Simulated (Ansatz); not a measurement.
A geometry relaxed with PBE0-D3(BJ)/def2-TZVP run with Ansatz (an electronic-structure program), charge 0, multiplicity 1:

```xyz
13

H      1.7601    -2.1365     0.0062
C     -0.1137     1.6824    -0.5192
H     -1.5071    -1.8015     1.4796
Si     1.7692    -0.6690     0.2591
H     -0.1674     1.5564    -1.6168
Si    -1.6689    -0.9127     0.2937
H      0.7683     2.3020    -0.3405
H     -1.8268    -1.7979    -0.9003
H      2.8657    -0.0569    -0.5453
H      2.1021    -0.4685     1.7025
B     -0.0242     0.2140    -0.0182
H     -2.9316    -0.1363     0.4572
H     -1.0196     2.2244    -0.2391
```

Q: Write the SMILES of this molecule.

A: `CB([SiH3])[SiH3]`
